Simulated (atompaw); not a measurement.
Which change was made? (Te, PAW (atompaw))

```
Element                 : tellurium (Te)
Generator               : atompaw 4.2.0.5
Type                    : PAW
Functional              : PBEsol
Relativity              : scalar-relativistic
Frozen core             : [Kr]
Valence charge          : 16
Reference configuration : 4d10 5s2 5p3.75 (charge +0.25)
Partial waves           : 5s (bound): rc 2.55 bohr; 5s channel at -0.1 Ry: rc 2.55 bohr; 5p (bound): rc 2.55 bohr; 5p channel at 2.05 Ry: rc 2.55 bohr; 4d (bound): rc 2.55 bohr; 4d channel at -0.2 Ry: rc 2.55 bohr
Local potential         : vpsmatchnc scheme with l = 3 at -0.5 Ry, radius 2.35 bohr
Core correction         : smooth core density matched at 1.40 bohr
Augmentation charge     : sinc compensation charge, radius 2.50 bohr; PAW radius 2.55 bohr; waves and projectors: custom polynom2 7 10 vanderbiltortho
```

Cutoffs, loose and tight: the cutoffs (Ry, on a coarse ladder) from which the occupation-weighted sum of valence levels, in a spherical-Bessel basis at the reference potential, stays within 10 and 1 mRy of its value at 400 Ry. They see the waves, projectors and local potential, not the compensation charge or the core.

The base gives: outcome: generated; cutoff, loose: 30 Ry; cutoff, tight: 60 Ry; bound ghosts: s, p.

After one change the result is: outcome: generated; cutoff, loose: 18 Ry; cutoff, tight: 25 Ry; bound ghosts: s, p. Which change was it?
A. augmentation sinc compensation charge, radius 2.50 bohr; PAW radius 2.55 bohr; waves and projectors: custom rrkj gramschmidtortho
B. local potential bessel scheme, radius 2.35 bohr
C. core [Kr] 4d10, valence charge 6; reference 5s2 5p3; waves now 5s (bound): rc 1.45 bohr; 5s channel at -1.3 Ry: rc 2.25 bohr; 5p (bound): rc 2.25 bohr; 5p channel at 1.35 Ry: rc 2.25 bohr; local potential vpsmatchnc scheme with l = 2 at -0.5 Ry, radius 2.05 bohr; core correction smooth core density matched at 1.85 bohr; augmentation sinc compensation charge, radius 1.85 bohr; PAW radius 2.25 bohr; waves and projectors: custom polynom2 7 10 vanderbiltortho

A. The others give: core [Kr] 4d10, valence charge 6; reference 5s2 5p3; waves now 5s (bound): rc 1.45 bohr; 5s channel at -1.3 Ry: rc 2.25 bohr; 5p (bound): rc 2.25 bohr; 5p channel at 1.35 Ry: rc 2.25 bohr; local potential vpsmatchnc scheme with l = 2 at -0.5 Ry, radius 2.05 bohr; core correction smooth core density matched at 1.85 bohr; augmentation sinc compensation charge, radius 1.85 bohr; PAW radius 2.25 bohr; waves and projectors: custom polynom2 7 10 vanderbiltortho → outcome: failed: atompaw: The overlap operator has at least one negative eigenvalue! | local potential bessel scheme, radius 2.35 bohr → outcome: generated; cutoff, loose: 30 Ry; cutoff, tight: 60 Ry; bound ghosts: none.
